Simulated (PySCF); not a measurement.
HI, charge +1, multiplicity 2. Atoms are numbered in the order given.

```xyz
2

I      0.0000     0.0000    -0.0303
H      0.0000     0.0000     1.6033
```
Charge +1, spin multiplicity 2.

Geometry: PBE0-D3(BJ)/def2-TZVPD. The spin state was assumed, not searched. The def2 effective core potentials stand for the cores of I; spin–orbit coupling is left out.

Computed with CAM-B3LYP/def2-TZVPD (PySCF).

Mulliken values depend strongly on the basis, most of all with diffuse functions as here. ESP charges are fitted to the potential on shells at 1.4 to 2.0 van der Waals radii. Atomic charges (e):

```tsv
atom	ESP fit	Mulliken	Mulliken spin
I1	0.81	0.74	1.03
H2	0.19	0.26	-0.03
```
